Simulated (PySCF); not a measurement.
A TDDFT job was run through a driver script with this input:

```
{"job": {"kind": "uv", "xc": "CAM-B3LYP", "basis": "def2-SVPD", "ip": true}, "charge": 0, "multiplicity": 1}
C     -2.431366     1.027066     0.501838
C     -1.368051     0.010365     0.209168
C     -1.695750    -1.336513     0.052610
C     -0.709382    -2.276089    -0.228396
C      0.596848    -1.833309    -0.349903
N      0.925896    -0.545341    -0.199572
Ga     2.982132    -0.059522    -0.453890
C     -0.013114     0.377030     0.078137
C      0.445940     1.790796     0.219812
H     -3.424015     0.557439     0.518557
H     -2.449028     1.825258    -0.256007
H     -2.273044     1.509986     1.479128
H     -2.739170    -1.648424     0.150729
H     -0.945664    -3.333606    -0.353673
H      1.425286    -2.509805    -0.574307
H      2.906599     0.974873    -1.652700
H      3.491019    -1.526334    -0.774831
H      3.336589     0.544153     0.970361
H     -0.307082     2.426358     0.698195
H      1.376153     1.829055     0.805946
H      0.682433     2.212575    -0.770773
```

Its output, with some lines taken out ([cut]):

```
coarse grid: 78464 points
cycle   1  E = -2252.9915775715  dE =  8.255e-01  |g| = 5.243e-01  |ddm| = 1.767e+01
cycle   2  E = -2253.0088890495  dE = -1.731e-02  |g| = 5.169e-01  |ddm| = 2.689e+00
cycle   3  E = -2253.0400752999  dE = -3.119e-02  |g| = 5.082e-02  |ddm| = 8.967e-01
cycle   4  E = -2253.0404514488  dE = -3.761e-04  |g| = 2.369e-02  |ddm| = 2.563e-01
cycle   5  E = -2253.0405878376  dE = -1.364e-04  |g| = 6.827e-03  |ddm| = 9.092e-02
cycle   6  E = -2253.0405987212  dE = -1.088e-05  |g| = 2.305e-03  |ddm| = 2.581e-02
cycle   7  E = -2253.0406000195  dE = -1.298e-06  |g| = 5.306e-04  |ddm| = 7.180e-03
final grid: 167208 points
cycle   8  E = -2253.0405306098  dE = -1.334e-07  |g| = 6.363e-04  |ddm| = 1.905e-02
cycle   9  E = -2253.0405305097  dE =  1.002e-07  |g| = 9.392e-04  |ddm| = 4.045e-03
cycle  10  E = -2253.0405307136  dE = -2.039e-07  |g| = 5.870e-05  |ddm| = 2.245e-03
cycle  11  E = -2253.0405307148  dE = -1.183e-09  |g| = 2.954e-05  |ddm| = 2.950e-04
cycle  12  E = -2253.0405307152  dE = -3.988e-10  |g| = 7.559e-06  |ddm| = 1.712e-04
converged SCF energy = -2253.0405307152

Static polarisability (au): isotropic 122.737, principal 86.908 135.595 145.709

Singlet excitations
state   eV       nm        f      main configurations
[cut]
  2   5.5159    224.8   0.00211   H-1->L 0.93
  3   5.5710    222.6   0.06104   H->L 0.82, H-2->L 0.13
  4   5.9716    207.6   0.00225   H-3->L 0.90
[cut]
[cut]
  7   6.3367    195.7   0.03860   H->L+1 0.55, H-2->L+1 0.32
  8   6.6740    185.8   0.00018   H-3->L+1 0.89
  9   6.9406    178.6   0.02172   H->L+5 0.50, H->L+2 0.28
[cut]

[cut]
Vertical ionisation energy (delta-SCF) = 9.3495 eV
[cut]
```

Computed, not measured: PySCF 2.14.0, density-fitted response routines, TDDFT CAM-B3LYP/def2-SVPD, vertical, gas phase, core orbitals frozen in the response. Isolated species at its PBE0-D3(BJ)/def2-SVP geometry, gas phase. Relativistic effects, spin–orbit coupling among them, are left out although an element past zinc is present.

Question: What stood in the cut lines?

Answer: 
```
  1   5.2135    237.8   0.07958   H-2->L 0.69, H->L 0.15, H-4->L+1 0.10
  5   6.1708    200.9   0.10089   H-2->L+1 0.36, H->L+1 0.35, H-4->L 0.13
  6   6.2341    198.9   0.00696   H-1->L+1 0.83
 10   6.9607    178.1   0.00315   H-1->L+5 0.50, H-1->L+2 0.20, H-1->L+4 0.11
Triplet excitations (Tamm-Dancoff, eV): 4.1029 4.1454 4.8130 5.3577
Vertical electron affinity (delta-SCF) = 0.0809 eV
```

Question: Which orbital energies lie behind H and L?

Answer: HOMO -8.52 eV and LUMO -0.61 eV, a gap of 7.92 eV; state 1 differs from that by -2.71 eV.

Question: Give the energy of state 6 in hartree, cm⁻¹ and kJ/mol.

Answer: 0.22910 hartree, 50281 cm⁻¹, 601.5 kJ/mol.

Question: What is the gap between the lowest singlet and the lowest triplet?

Answer: 5.2135 − 4.1029 = 1.1106 eV (full response against Tamm–Dancoff).

Question: Which species is it?

Answer: `Cc1c([n+](ccc1)[GaH3-])C` (C7H12GaN).

The SCF starts on a coarse grid; the energy jumps when the final grid takes over, and dE counts afresh there. H and L stand for HOMO and LUMO.
